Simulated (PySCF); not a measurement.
**Two-dimensional NMR puzzle**

Compound of formula C₇H₁₂BN. Correlations simulated from computed shifts and the bond graph:

HSQC (one-bond C–H):
```
  δH     δC
7.55  145.2
7.32  136.9
7.21  134.7
2.20   31.2
```

COSY cross peaks (H two or three bonds apart, from the bond graph; peaks can be absent where the dihedral angle is near 90°):
```
  δH    δH
7.55  7.32
7.32  7.21
```

HMBC (two and three bonds, from the bond graph):
```
  δH                          δC
7.55  160.2, 145.2, 136.9, 134.7
7.32  160.2, 145.2, 136.9, 134.7
7.21                145.2, 136.9
2.82          160.2, 145.2, 31.2
```

Carbons without hydrogens: δ 160.2.

Rapidly exchanging positions averaged, no relativistic terms, one computed conformer, isolated molecule. Shieldings: GIAO CAM-B3LYP/pcSseg-1; PBE0-D3(BJ)/def2-SVP structure; PySCF 2.14.0 with density-fitted response routines.

Chemical shifts δ = σref − σ; 1H (σref 31.33), 13C (σref 182.45) against TMS, all at this level.

Exchangeable hydrogens are left out of these lists.

Problem. Assemble the structure.

Solution. `C[NH2+][BH2-]c1ccccc1`.

Mapped SMILES: `[CH3:1][NH2+:2][BH2-:3][c:4]1[cH:5][cH:6][cH:7][cH:8][cH:9]1`. Hydrogens are named by the atom that carries them.

1. δC 160.2 is C4, a substituted aromatic carbon.
2. δC 145.2 is C5/C9, an aromatic CH (δH 7.55).
3. δC 136.9 is C6/C8, an aromatic CH (δH 7.32).
4. δC 134.7 is C7, an aromatic CH (δH 7.21).
5. δC 31.2 is C1, a methyl carbon bonded to N (δH 2.20).
6. HMBC from δH 7.55 reaches the proton-free carbon C4.
7. HMBC from δH 7.32 reaches the proton-free carbon C4.
8. HMBC from δH 2.82 reaches the proton-free carbon C4.
9. COSY links 7.55–7.32, 7.32–7.21.

The shifts were computed for this structure.

Exchangeable OH/NH protons stand at their gas-phase positions; hydrogen bonding in a real sample shifts them, mostly to higher δ. Hydrogens on boron are broadened and split by 11B (spin 3/2, 80 %) and 10B (spin 3). A carbon bonded to boron is broadened by the quadrupolar boron nucleus and is often missing from a measured spectrum. Shifts are as computed, not scaled to solution data. Of 1309 compounds with measured shifts, 239 miss one by over three times the rms of a fit or turn the order of signals round; such compounds aren't used in these exercises.
